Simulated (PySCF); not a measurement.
## Deuteron quadrupole couplings in `C#CCC(C)(C)[SiH3]`

Compound: C₆H₁₂Si.
Cartesian coordinates in Å at the GFN2-xTB level; atoms count from 1:
```xyz
19
C6H12Si angstrom
C      3.099   -0.010    0.261
C      1.998   -0.192    0.694
C      0.667   -0.431    1.209
C     -0.438   -0.098    0.191
C     -0.275   -0.999   -1.032
C     -1.788   -0.392    0.848
Si    -0.346    1.749   -0.323
H      4.064    0.157   -0.114
H      0.529    0.172    2.112
H      0.592   -1.487    1.497
H     -0.343   -2.051   -0.749
H      0.693   -0.838   -1.503
H     -1.053   -0.797   -1.767
H     -1.847   -1.437    1.156
H     -1.939    0.230    1.729
H     -2.603   -0.199    0.154
H      0.891    2.013   -1.053
H     -0.408    2.572    0.887
H     -1.501    2.047   -1.174
```

Level: PBE0/pcSseg-1 (PySCF, non-relativistic); Q(2H) = 0.00286 b; rigid geometry, the same for H and D, with no vibrational averaging.

**Question.** Rank these positions by the coupling χzz of a deuteron there, largest first.
A. H16 (methyl hydrogen)
B. H17 (Si–H hydrogen)
C. H8 (alkyne hydrogen)
D. H9 (methylene hydrogen)

**Answer.** C (268 kHz), A (211 kHz), D (200 kHz), B (112 kHz).

**Question.** Tabulate Vzz, the asymmetry η and χzz = 234.96 MHz × Q × Vzz for every hydrogen position.

**Answer.** 
```
atom  bonded to  bond length (Å)  Vzz (au)     η  χzz (kHz)
  H8         C1            1.049    0.3981  0.00        268
  H9         C3            1.095    0.2971  0.02        200
 H10         C3            1.097    0.2940  0.02        198
 H11         C5            1.091    0.3093  0.03        208
 H12         C5            1.088    0.3095  0.02        208
 H13         C5            1.089    0.3135  0.02        211
 H14         C6            1.091    0.3091  0.02        208
 H15         C6            1.089    0.3126  0.02        210
 H16         C6            1.088    0.3135  0.02        211
 H17        Si7            1.460    0.1661  0.02        112
 H18        Si7            1.465    0.1628  0.02        109
 H19        Si7            1.465    0.1628  0.01        109
```

**Question.** Average by the element that carries the hydrogen.

**Answer.** on C: 213 kHz over 9 positions, mean bond length 1.086 Å; on Si: 110 kHz over 3 positions, mean bond length 1.464 Å.

**Question.** How does χzz go with the bond length over the 9 C–H bonds?

**Answer.** A straight-line fit has a slope of -14.5 kHz for each 0.01 Å, with a correlation coefficient of -1.00, over lengths from 1.049 to 1.097 Å. The longer bonds have the smaller couplings here.

One conformer (not necessarily the lowest) at the GFN2-xTB geometry, without solvent, vibrations or thermal averaging. GFN2-xTB bond lengths can be off by several hundredths of an ångström, more for odd bonds, and the gradients follow them. With so small a basis the couplings can be 20 % off.

These values come from a run that also computed NMR shieldings. On one thread of an Arm Neoverse V1, on a shared host, this took 31 s and 0.85 GiB of memory at its peak.
